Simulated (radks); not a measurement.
Problem. All-electron atom: neutral phosphorus in [Ne] 3s2 3p3 (the NIST ground configuration). Calculated with a radial shooting solver on a logarithmic mesh with Libxc functionals: scalar-relativistic Kohn-Sham, B86b exchange with PBE correlation, spin-polarised, spherical densities, finite nucleus; open shells are filled with parallel spins first; Fermi nuclear charge, rms radius 3.1889 fm. Some entries of the table are withheld. Estimate them.

| orbital | occ. | eigenvalue (hartree) | <r> (bohr) |
|---|---|---|---|
| 1s up | 1 | -76.60927 | 0.1036 |
| 1s down | 1 | -76.59842 | 0.1036 |
| 2s up | 1 | (1) | 0.5197 |
| 2s down | 1 | (2) | 0.5197 |
| 2p up | 3 | -4.56661 | (3) |
| 2p down | 3 | -4.55130 | (4) |
| 3s up | 1 | -0.54473 | 1.891 |
| 3s down | 1 | -0.44531 | 1.901 |
| 3p up | 3 | (5) | 2.325 |
| 3p down | 0 | (6) | 2.462 |

Solution. 
(1) 2s up eigenvalue (hartree): -6.38413
(2) 2s down eigenvalue (hartree): -6.37278
(3) 2p up <r> (bohr): 0.4853
(4) 2p down <r> (bohr): 0.4852
(5) 3p up eigenvalue (hartree): -0.23147
(6) 3p down eigenvalue (hartree): -0.13757
